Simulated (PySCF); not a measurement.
**ZrOBr + HBr → HZrO + Br₂**

Level: PBE0 in the def2-TZVP basis family, computed in PySCF with density fitting; scalar-relativistic core potentials for atoms from Rb on, none lighter, no spin–orbit coupling; open shells unrestricted.

```json
{"species": "ZrOBr", "state and structure": "doublet, Cs, Zr–Br 2.510 Å, Zr–O 1.721 Å; Br–Zr–O 110.2°", "ZPE (kJ/mol)": "8.6", "H(298 K) − H(0) (kJ/mol)": "12.8", "S° (J/(mol K))": "308.2"}
{"species": "HBr", "state and structure": "singlet, C∞v, H–Br 1.421 Å", "ZPE (kJ/mol)": "16.0", "H(298 K) − H(0) (kJ/mol)": "8.7", "S° (J/(mol K))": "198.5"}
{"species": "HZrO", "state and structure": "doublet, Cs, Zr–H 1.858 Å, Zr–O 1.720 Å; H–Zr–O 103.5°", "ZPE (kJ/mol)": "18.9", "H(298 K) − H(0) (kJ/mol)": "10.6", "S° (J/(mol K))": "260.3"}
{"species": "Br₂", "state and structure": "singlet, D∞h, Br–Br 2.281 Å", "ZPE (kJ/mol)": "2.0", "H(298 K) − H(0) (kJ/mol)": "9.7", "S° (J/(mol K))": "244.8"}
```

Is the gas-phase reaction uphill or downhill in electronic energy at this level, and by how much?

At PBE0/def2-TZVP, ΔE = 308.0 kJ/mol, uphill. 

Add zero-point, thermal and entropy terms for 298.15 K and 1 bar.

ΔZPE = -3.7 and Δ[H(298) − H(0)] = -1.2 kJ/mol give ΔH° = 303.1 kJ/mol. ΔS° = -1.6 J/(mol K), so ΔG° = 303.1 − 298.15 × (-0.0016) = 304 kJ/mol.

Open d or f shells are single determinants, so the state found may not be the ground state. The structures come from searches over a few start shapes, so lower isomers are not excluded.
